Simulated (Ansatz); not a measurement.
Basis-set series for F2H2MoO2S (`[OH][Mo]([OH])([F])([F])=[S]`). Charge 0, multiplicity 1. Mo: def2 effective core potential. All single points use the PBE0-D4/def2-TZVP geometry. It is one conformer, not always the lowest.

```csv
functional,basis,functions,energy (Eh),HOMO (eV),LUMO (eV)
PBE0-D4,def2-SVP,115,-817.01198,-8.59,-3.75
PBE0-D4,def2-QZVPP,439,-817.64729,-8.60,-3.72
ωB97M-V,def2-SVP,115,-817.28280,-10.69,-1.51
ωB97M-V,def2-QZVPP,439,-817.92466,-10.75,-1.52
```

(1) Give the rows for def2-TZVPP. (Estimate.)

Answers

(1) Computed: 
```csv
functional,basis,functions,energy (Eh),HOMO (eV),LUMO (eV)
PBE0-D4,def2-TZVPP,250,-817.61153,-8.60,-3.72
ωB97M-V,def2-TZVPP,250,-817.89038,-10.73,-1.51
```
